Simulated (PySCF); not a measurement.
C11H8OS, SMILES O=Cc1ccccc1-c1cccs1 (GFN2-xTB optimised geometry):

```
21

O     -0.927    -2.858    -0.097
C     -0.446    -1.783     0.161
C     -1.127    -0.494     0.000
C     -2.523    -0.494     0.000
C     -3.233     0.689     0.000
C     -2.550     1.897     0.009
C     -1.169     1.915    -0.021
C     -0.433     0.730    -0.048
C      1.009     0.783    -0.182
C      1.834    -0.053    -0.887
C      3.190     0.323    -0.826
C      3.390     1.437    -0.076
S      1.925     2.065     0.558
H      0.568    -1.709     0.602
H     -3.027    -1.448     0.022
H     -4.313     0.674     0.003
H     -3.096     2.828     0.028
H     -0.641     2.858    -0.040
H      1.474    -0.887    -1.463
H      3.980    -0.215    -1.318
H      4.313     1.938     0.143
```

Calculation: PySCF with B3LYP/def2-SVP.

Q: What are the frontier orbital energies and the dipole moment?

A: HOMO-2 -7.34 eV, HOMO-1 -6.92 eV, HOMO -6.33 eV, LUMO -1.92 eV, LUMO+1 -1.23 eV; dipole moment 3.07 D.

Meta-Löwdin charges at B3LYP/def2-SVP: O1 -0.39, C2 0.25, C3 -0.05, C4 -0.07, C5 -0.10, C6 -0.08, C7 -0.11, C8 0.02, C9 -0.11, C10 -0.13, C11 -0.13, C12 -0.23, S13 0.26, H14 0.07, H15 0.12, H16 0.11, H17 0.11, H18 0.11, H19 0.12, H20 0.12, H21 0.13.
